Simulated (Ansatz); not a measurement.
CH4BrGaO (SMILES [CH3][Ga]([OH])[Br]), singlet, at a GFN2-xTB geometry (such geometries of metal compounds can be far from the true shape), atoms displaced at random by about 0.03 Å a coordinate; Ansatz (a quantum-chemistry and plane-wave program) with HF/STO-3G, gradient.

Input for Ansatz:
Ansatz 0.2 input:
```yaml
crystal:
  periodic: [false, false, false]
  atoms:
    - {symbol: Ga, position_ang: [0.57500587, 0.53042199, -0.00840653]}
    - {symbol: Br, position_ang: [-1.09338605, -1.06692632, 0.10234915]}
    - {symbol: C, position_ang: [0.48168238, 2.16746714, -1.15512476]}
    - {symbol: H, position_ang: [1.27426588, 2.11004097, -1.96182967]}
    - {symbol: H, position_ang: [0.74492363, 3.06918497, -0.51024982]}
    - {symbol: H, position_ang: [-0.48090200, 2.32196034, -1.64872307]}
    - {symbol: O, position_ang: [1.92967303, 0.24156929, 1.01223214]}
    - {symbol: H, position_ang: [2.25713342, -0.38622468, 1.54345353]}
basis:
  gaussian:
    orbitals: STO-3G
hamiltonian:
  xc: hf
output: {forces: true}
```

Task: What does Ansatz print? Leave out banner, timings and long lists.

Result: 
```
Functional definition: HF
555 factors; integrals over basis functions are off by at most 6.7e-5 eV
mean field evaluation 1: about -124059.5896 eV, gradient 2.3e1 eV
mean field evaluation 2: about -124059.6533 eV, gradient 2.3e1 eV
mean field evaluation 4: about -124061.9216 eV, gradient 1.9e0 eV
mean field evaluation 8: about -124061.9467 eV, gradient 2.3e-3 eV
mean field -124061.94587044 eV, -4559.1924185315 hartree, gradient 5.1e-5 eV, S^2 0.000000; 0 other end points of the search recorded, 0 dependent functions left out
the calculation of the forces begins
reference -124061.94587044 eV, -4559.1924185315 hartree; 42, 42 occupied and 8, 8 virtual orbitals, 555 factors
Total energy: -124061.94587044 eV, -4559.1924185315 hartree
Atom 0 at     0.575006     0.530422    -0.008407 Å, force     3.347821    -0.569723     2.399979 eV/Å
Atom 1 at    -1.093386    -1.066926     0.102349 Å, force     1.169685     1.135759    -0.103482 eV/Å
Atom 2 at     0.481682     2.167467    -1.155125 Å, force     1.941599    -0.519961     1.155826 eV/Å
Atom 3 at     1.274266     2.110041    -1.961830 Å, force    -1.405397     0.104514     1.398898 eV/Å
Atom 4 at     0.744924     3.069185    -0.510250 Å, force    -0.738741    -1.638010    -1.424031 eV/Å
Atom 5 at    -0.480902     2.321960    -1.648723 Å, force     0.372689     0.021613     0.378447 eV/Å
Atom 6 at     1.929673     0.241569     1.012232 Å, force    -6.583169     7.160852    -8.033098 eV/Å
Atom 7 at     2.257133    -0.386225     1.543454 Å, force     1.895512    -5.695044     4.227459 eV/Å
Dipole moment:     0.315799     0.157693     0.040296 e Å
```
